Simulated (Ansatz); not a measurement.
`CC1=CC(C(F)(F)F)=[O+][Ti-]([OH])([OH])([Cl])[O]1` and `CC1=CC(C(F)(F)F)=[O+][Ti-]([F])([F])([Cl])[O]1` differ in one atom or group.

Ansatz, PBE0-D4/def2-TZVP geometries, multiplicity 1. Each molecule was computed in one conformer, which needn't be the lowest.

Scalar relativity is left out up to krypton.

```json
{"property": "HOMO energy (B3LYP/def2-TZVPP) / eV", "`CC1=CC(C(F)(F)F)=[O+][Ti-]([OH])([OH])([Cl])[O]1`": "-7.83"}
{"property": "size of the dipole moment (ωB97M-V/def2-TZVPP) / D", "`CC1=CC(C(F)(F)F)=[O+][Ti-]([OH])([OH])([Cl])[O]1`": "5.11"}
{"property": "HOMO energy (ωB97M-V/def2-TZVPP) / eV", "`CC1=CC(C(F)(F)F)=[O+][Ti-]([OH])([OH])([Cl])[O]1`": "-10.15"}
{"property": "LUMO energy (ωB97M-V/def2-TZVPP) / eV", "`CC1=CC(C(F)(F)F)=[O+][Ti-]([OH])([OH])([Cl])[O]1`": "-0.65"}
{"property": "HOMO–LUMO gap (PBE0/def2-TZVPP) / eV", "`CC1=CC(C(F)(F)F)=[O+][Ti-]([OH])([OH])([Cl])[O]1`": "5.31"}
{"property": "HOMO energy (PBE0/def2-TZVPP) / eV", "`CC1=CC(C(F)(F)F)=[O+][Ti-]([OH])([OH])([Cl])[O]1`": "-8.03"}
```

Task: Give the same properties after the change, and the shifts. (Estimate.)

Result: Ansatz gave: 
```csv
property,`CC1=CC(C(F)(F)F)=[O+][Ti-]([F])([F])([Cl])[O]1`,shift
HOMO energy (B3LYP/def2-TZVPP) / eV,-8.29,-0.46
size of the dipole moment (ωB97M-V/def2-TZVPP) / D,6.05,0.94
HOMO energy (ωB97M-V/def2-TZVPP) / eV,-10.60,-0.45
LUMO energy (ωB97M-V/def2-TZVPP) / eV,-1.14,-0.49
HOMO–LUMO gap (PBE0/def2-TZVPP) / eV,5.25,-0.06
HOMO energy (PBE0/def2-TZVPP) / eV,-8.50,-0.47
```

With PBE0 the HOMO falls by 0.47 eV and the LUMO falls by 0.52 eV, so the gap narrows by about 0.05 eV. PBE moves the HOMO by -0.47 eV and ωB97M-V by -0.45 eV. Dipoles are sizes alone; their direction can turn.

B3LYP here is the variant with VWN-RPA as its local correlation; programs differ in this.
